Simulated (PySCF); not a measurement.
C2H9NSi3, SMILES [SiH3][Si@H]1CN=C[SiH2]1. Coordinates come from a B3LYP-D3(BJ)/def2-SVP optimisation. The structure was generated by enumeration; whether it is a known compound was not checked. One conformer was computed; it need not be the lowest.

Problem. Give the equilibrium geometry at B3LYP-D3(BJ)/def2-SVP (PySCF confirms it by a frequency run) as bond lengths and angles. (An estimate is asked for; the answer gives what the named calculation found.)

Solution. This is not unique; one that fits is 
Atoms: Si1 Si2 C3 N4 C5 Si6 H7 H8 H9 H10 H11 H12 H13 H14 H15. Bond lengths (Å): Si1–Si2 2.343, Si1–H7 1.494, Si1–H8 1.493, Si1–H9 1.494, Si2–C3 1.952, Si2–Si6 2.330, Si2–H10 1.493, C3–N4 1.460, C3–H11 1.104, C3–H12 1.104, N4–C5 1.274, C5–Si6 1.927, C5–H13 1.104, Si6–H14 1.492, Si6–H15 1.493. Angles (°): Si2–Si1–H7 111.3, Si2–Si1–H8 111.3, Si2–Si1–H9 108.4, H7–Si1–H8 108.6, H7–Si1–H9 108.4, H8–Si1–H9 108.8, Si1–Si2–C3 111.9, Si1–Si2–Si6 114.2, Si1–Si2–H10 111.9, C3–Si2–Si6 91.5, C3–Si2–H10 111.5, Si6–Si2–H10 114.4, Si2–C3–N4 115.2, Si2–C3–H11 111.1, Si2–C3–H12 110.0, N4–C3–H11 107.4, N4–C3–H12 107.8, H11–C3–H12 104.7, C3–N4–C5 121.1, N4–C5–Si6 122.1, N4–C5–H13 116.2, Si6–C5–H13 121.7, Si2–Si6–C5 90.1, Si2–Si6–H14 117.9, Si2–Si6–H15 116.7, C5–Si6–H14 111.4, C5–Si6–H15 110.9, H14–Si6–H15 108.6.
